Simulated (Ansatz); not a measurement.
Input file for `OB(F)[NH][AlH2]`:

```yaml
crystal:
  periodic: [false, false, false]
  atoms:
    - {symbol: O, position_ang: [1.544528, 1.102875, -1.280216]}
    - {symbol: B, position_ang: [0.430166, 0.771050, -0.568523]}
    - {symbol: F, position_ang: [-0.569544, 1.668285, -0.477207]}
    - {symbol: N, position_ang: [0.303230, -0.484016, 0.069926]}
    - {symbol: Al, position_ang: [-1.047719, -1.140487, 1.049326]}
    - {symbol: H, position_ang: [1.491508, 1.984059, -1.657102]}
    - {symbol: H, position_ang: [1.111934, -1.075882, -0.065400]}
    - {symbol: H, position_ang: [-0.838126, -2.604089, 1.614106]}
    - {symbol: H, position_ang: [-2.337379, -0.267992, 1.297890]}
basis:
  gaussian: {orbitals: def2-SVP}
correlation: {method: ccsd_t}
```

```sh
$ ansatz run in.yaml --threads 2 --pin off --events-out ev --progress --plain --max-ram 4352MiB
```

Log, shortened:

```
Functional definition: HF
905 factors; integrals over basis functions are off by at most 1.2e-3 eV
mean field evaluation 1: about -13536.4081 eV, gradient 4.4e1 eV
mean field evaluation 2: about -13536.4858 eV, gradient 4.4e1 eV
mean field evaluation 4: about -13540.5121 eV, gradient 2.8e0 eV
mean field evaluation 8: about -13540.5500 eV, gradient 2.4e-1 eV
mean field -13540.55012312 eV, -497.6060389101 hartree, gradient 1.7e-6 eV, S^2 0.000000; 0 other end points of the search recorded, 0 dependent functions left out
9 core orbitals not correlated: weight in the atoms' cores, before any rotation towards them, 1.000 or more for the frozen orbitals, at most 0.000 for the correlated occupied ones
reference -13540.55012312 eV, -497.6060389101 hartree; 14, 14 occupied and 71, 71 virtual orbitals, 905 factors
second order -18.45950286 eV of doubles, -0.00000000 eV of singles
cycle   1  -18.80157068 eV  change   -3.4e-1 eV  update   9.6e-2
cycle   2  -19.23957634 eV  change   -4.4e-1 eV  update   2.7e-2
cycle   3  -19.35029193 eV  change   -1.1e-1 eV  update   1.5e-2
cycle   4  -19.34270242 eV  change    7.6e-3 eV  update   3.6e-3
cycle   5  -19.34091296 eV  change    1.8e-3 eV  update   1.6e-3
cycle   6  -19.34134947 eV  change   -4.4e-4 eV  update   5.3e-4
cycle   7  -19.34120446 eV  change    1.5e-4 eV  update   2.3e-4
cycle   8  -19.34109774 eV  change    1.1e-4 eV  update   8.1e-5
cycle   9  -19.34112624 eV  change   -2.9e-5 eV  update   2.7e-5
cycle  10  -19.34114068 eV  change   -1.4e-5 eV  update   8.1e-6
perturbative correction -0.42440666 eV, -0.0155966569 hartree
Total energy: -13560.31567046 eV, -498.3324093772 hartree
```

Run time 5.5 s (2 threads of an Arm Neoverse V1 on a shared host); peak host memory 0.41 GiB.

Correlation energy per correlated electron: -0.706 eV. T1 diagnostic: 0.0129.
